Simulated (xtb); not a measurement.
SiHCl, SMILES [SiH]Cl (connectivity only; charge and spin as stated), neutral, multiplicity 1. All values are semi-empirical tight-binding results from xtb (GFN2-xTB unless named), good for trends rather than for accurate numbers. Geometry: GFN2-xTB. The isomer is the one that the SMILES or the coordinates give; other isomers of the formula were not compared.

Optimised geometry:

Bonded distances (Å): Si1–H2 1.484, Si1–Cl3 2.063. Bond angles (°): H2–Si1–Cl3 97.2.
Charge 0, spin multiplicity 1.

Computed properties:
point group as xtb finds it: Cs
orbital gap: 2.37 eV
dipole moment: 1.29 D
zero-point energy: 4.6 kcal/mol
G − E(el) at 298.15 K (modified RRHO): -10.8 kcal/mol
static polarisability (D4 model): 48.3 bohr³
solvation energy, GFN2-xTB/ALPB(water): 0.5 kcal/mol
solvation energy, GFN2-xTB/ALPB(benzene): -0.8 kcal/mol

Computed atomic charges and the Wiberg bond orders between heavy atoms:
charges (e) Si1 0.39, H2 -0.07, Cl3 -0.32. Bond orders Si1–Cl3 1.12.
